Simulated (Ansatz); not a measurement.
Input file for Ansatz (a program for electronic structure): R-wB97X-V/def2-TZVPP on NO-, 2S+1 = 1, a spin state set in the input, which need not be the lowest, a point of a bond scan (R = 1.254 Å). Charge -1.

Ansatz 0.2 input:
```yaml
crystal:
  periodic: [false, false, false]
  atoms:
    - {symbol: N, position_ang: [0.00000000, 0.00000000, 0.00000000]}
    - {symbol: O, position_ang: [0.00000000, 0.00000000, 1.25382800]}
basis:
  gaussian:
    orbitals: def2-TZVPP
    pivot_positions_ang: [[0.00000000, 0.00000000, 0.00000000], [0.00000000, 0.00000000, 1.25382800]]
hamiltonian:
  xc: {name: wB97X-V}
total_charge: -1
output: {forces: true, orbitals: {seedname: ./end}}
```

It printed:

```
WARN ansatz: RAYON_NUM_THREADS=1 ignored (pool sized by the plan → 1); use --threads N
Functional definition: wB97X-V
integrals: 0.01 GiB planned
306 factors; their error is unknown
integrals: 0.04 GiB planned
69 factors; integrals over basis functions are off by at most 2.1e-5 eV
mean field: 0.14 GiB planned
mean field evaluation 1: about -3531.3661 eV, gradient 3.3e1 eV
mean field evaluation 2: about -3531.2246 eV, gradient 3.9e1 eV
mean field evaluation 4: about -3533.3692 eV, gradient 2.0e0 eV
mean field evaluation 8: about -3533.3785 eV, gradient 4.0e-2 eV
mean field -3533.37850197 eV, -129.8492649374 hartree, gradient 3.7e-5 eV, S^2 0.000000; 0 other end points of the search recorded, 0 dependent functions left out
the calculation of the forces begins
reference -3533.37850117 eV, -129.8492649079 hartree; 8, 8 occupied and 54, 54 virtual orbitals, 306 factors
Total energy: -3533.37850117 eV, -129.8492649079 hartree
Atom 0 at     0.000000     0.000000     0.000000 Å, force     0.000000     0.000000     0.135002 eV/Å
Atom 1 at     0.000000     0.000000     1.253828 Å, force    -0.000000    -0.000000    -0.135002 eV/Å
Dipole moment:     0.000000     0.000000     0.219652 e Å
```

The calculation finished and met its thresholds.

Cost: roughly 0.7 core-seconds.
